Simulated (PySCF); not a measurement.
## Vibration and rotation of NdN

B97-3 constants of NdN, quartet, about 3.4 electrons in the 4f shell (Mulliken), real f orbitals that mix terms (PySCF, spin-free X2C with a Gaussian nucleus, basis sets Nd x2c-SVPall, N x2c-SVPall; masses 141.9077 and 14.0031 u):

| Item | Value |
| --- | --- |
| ωe | 968.8 cm⁻¹ |
| ωexe | 2.91 cm⁻¹ |
| Be | 0.44134 cm⁻¹ |
| αe | 0.00193 cm⁻¹ |
| D (centrifugal) | 3.66e-07 cm⁻¹ |
| De to Nd (4f4 6s2) + N | 4.13 eV |

Give the vibrational terms G(v) and spacings up to v = 3.

G(v) = ωe(v+½) − ωexe(v+½)².

```tsv
v	G(v) (cm⁻¹)	G(v) − G(v−1)	Bv (cm⁻¹)
0	484		0.4404
1	1447	963	0.4384
2	2404	957	0.4365
3	3355	951	0.4346
```

Spin–orbit coupling is left out, which matters for elements this heavy, above all for dissociation energies. With d or f electrons several states lie close, and the lowest PBE0 determinant need not be the measured ground state.
